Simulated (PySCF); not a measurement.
Input for PySCF: R-HF/3-21G on H2Sn (SMILES [SnH2]), a point of a bond scan (R = 4.095 Å).

```python
from pyscf import gto, scf, dft, mp
from pyscf.data.elements import chemcore

mol = gto.M(
    atom='''
    Sn    0.00658915   -0.00056144    0.04773306
    H    -0.41112123   -2.87625744   -2.83765477
    H    -0.15443354    1.27893623   -1.17986985
    ''',
    basis='3-21g',
    charge=0, spin=0, verbose=3, max_memory=1800)
mf = scf.RHF(mol)
mf.conv_tol = 1e-8
mf.max_cycle = 100
mf.kernel()
if not mf.converged:
    mf = mf.newton().run(mf.mo_coeff, mf.mo_occ)
```

Output:

```
converged SCF energy = -5997.21077878424
```

The calculation finished and met its thresholds.

Cost: about 0.3 core-seconds (a rough figure).
